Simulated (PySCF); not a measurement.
Labels have come off several samples. The candidates:

A. `N([C@@H]1[Si@H](C(=C)Cl)C1)(C)C`
B. `CC#Cc1cccc(O)c1`
C. SMILES COc1ccc(F)c(F)c1

Spectrum 1. 1H NMR (500 MHz, computed): δ 6.47 (br s, 1H), 6.24 (br s, 1H), 3.55 (m, 1H), 2.33 (s, 6H), 1.96 (m, 1H), 1.27 (m, 1H), 0.99 (m, 1H). 13C{1H} NMR (computed): δ 151.5 (C), 137.5 (CH2), 48.8 (CH), 48.5 (CH3), 9.8 (CH2).

Spectrum 2. 1H NMR (500 MHz, computed): δ 7.41 (m, 1H), 6.95 (m, 1H), 6.61 (m, 1H), 3.89 (s, 3H). 13C{1H} NMR (computed): δ 162.6 (C), 160.4 (C), 153.9 (C), 124.9 (CH), 118.7 (CH), 103.5 (CH), 56.4 (CH3).

Spectrum 3. 1H NMR (500 MHz, computed): δ 7.49 (m, 1H), 7.24 (d, 1H), 7.06 (d, 1H), 6.80 (s, 1H), 4.20 (br s, 1H), 2.27 (s, 3H). 13C{1H} NMR (computed): δ 163.4 (C), 135.4 (CH), 130.2 (CH), 129.9 (C), 121.7 (CH), 119.2 (CH), 95.9 (C), 87.1 (C), 5.8 (CH3).

Relativity neglected, one conformer, in vacuum, equivalent nuclei averaged. GFN2-xTB geometry; NMR shieldings at PBE0/pcSseg-1/GIAO; PySCF 2.14.0 with density-fitted response routines.

Shifts are taken against calculated references (same method and geometry level): 1H (σref 31.72), 13C (σref 186.93) vs TMS. Splittings of carbon signals by F and P are missing where no couplings were computed. Where no couplings were computed, multiplicities follow the n + 1 count of equivalent neighbours, and m marks all less simple cases (inequivalent or close neighbours, rings, F or P nearby). Shifts are as computed. Against solution values, carbons near 30 ppm lie about +3 ppm off and those near 130 ppm about +5 ppm; carbons on Cl a further +6 ppm. Of 1211 compounds with measured shifts, 218 miss one by over three times the rms of a fit or turn the order of signals round; such compounds aren't used in these exercises. Carbons bonded to Cl come out too deshielded. OH and NH positions are gas-phase values without hydrogen bonding to other molecules.

Problem. Which spectrum belongs to which compound?

Solution. 1–A, 2–C, 3–B.

- Spectrum 1 (A): 5 13C signals; δC 151.5 is a fully substituted alkene carbon; δC 137.5 is a terminal =CH2 carbon.
- Spectrum 2 (C): 7 13C signals; δC 162.6 is an aromatic carbon bearing oxygen; δC 160.4 is an aromatic carbon bearing fluorine.
- Spectrum 3 (B): 9 13C signals; δC 163.4 is an aromatic carbon bearing oxygen; δC 135.4 is an aromatic CH.
